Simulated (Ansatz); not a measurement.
Al₂P₂H₈⁺, that is (H2Al-mu-PH2)2 with one electron fewer. The state is a doublet with charge 1. Geometry PBE0-D4/def2-SVP, that of the neutral singlet; atoms count from 1.

Cartesian coordinates in Å:
```
Al -0.961 -0.045 1.547
H -2.456 0.496 1.489
H -0.236 -0.620 2.841
P 0.534 1.512 0.375
Al 0.957 0.046 -1.549
H 2.452 -0.495 -1.494
H 0.231 0.624 -2.842
P -0.533 -1.512 -0.375
H -0.026 2.775 0.067
H 1.685 1.905 1.099
H -1.683 -1.915 -1.097
H 0.035 -2.771 -0.062
```

(1) Estimate the Mulliken populations from the PBE0/def2-TZVP orbitals of Ansatz.

(2) Where does the spin sit?

(3) And the Mayer bond orders between bonded heavy atoms (over 0.3)?

Results:

(1) 
| atom | charge (e) | spin (α − β) |
| --- | --- | --- |
| Al1 | 0.33 | 0.05 |
| H2 | -0.01 | 0.09 |
| H3 | -0.01 | 0.09 |
| P4 | -0.17 | 0.28 |
| Al5 | 0.33 | 0.05 |
| H6 | -0.01 | 0.09 |
| H7 | -0.01 | 0.09 |
| P8 | -0.17 | 0.28 |
| H9 | 0.17 | -0.01 |
| H10 | 0.17 | -0.01 |
| H11 | 0.17 | -0.01 |
| H12 | 0.17 | -0.01 |
Mulliken values and Mayer orders depend strongly on the basis.

(2) Summed by element: Al 0.10, H 0.34, P 0.57, of 1 unpaired in all. Largest on single atoms: P8 0.28, P4 0.28, H6 0.09.

(3) Al1–P4 0.66 (2.46 Å); Al1–P8 0.65 (2.46 Å); P4–Al5 0.66 (2.46 Å); Al5–P8 0.65 (2.46 Å).
